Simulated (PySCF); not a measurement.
Stepwise substitution at one centre (B SiH3-SH). Gas-phase values, no solvent. One relaxed conformer stands for each flexible species; it need not be the lowest. Strings in code marks are SMILES.

The numbers are results of PBE-D3(BJ)/def2-TZVP // B3LYP-D3(BJ)/def2-TZVP run with PySCF, not measurements. All candidates: neutral, multiplicity 1. Excitations are Tamm–Dancoff values on a coarser integration grid. The basis has no diffuse functions, so Rydberg states are missing or too high.

```
Item                                           Result
-------------------------------------------  --------
HOMO–LUMO gap                                 4.75 eV
brightest of the four lowest singlets (TDA)   5.63 eV
LUMO                                         -1.61 eV
```

**Question.** Which member has these values?
(A) `[SiH3]B(S)S` (S–B–S–H torsion 180°, S–B–S–H torsion 180°)
(B) `SB(S)S`
(C) `[SiH3]B([SiH3])S` (Si–B–S–H torsion 1°)

**Answer.** B, `SB(S)S`. The others give `[SiH3]B([SiH3])S` (Si–B–S–H torsion 1°): 3.60 eV, 5.45 eV, -3.07 eV; `[SiH3]B(S)S` (S–B–S–H torsion 180°, S–B–S–H torsion 180°): 4.11 eV, 5.11 eV, -2.37 eV
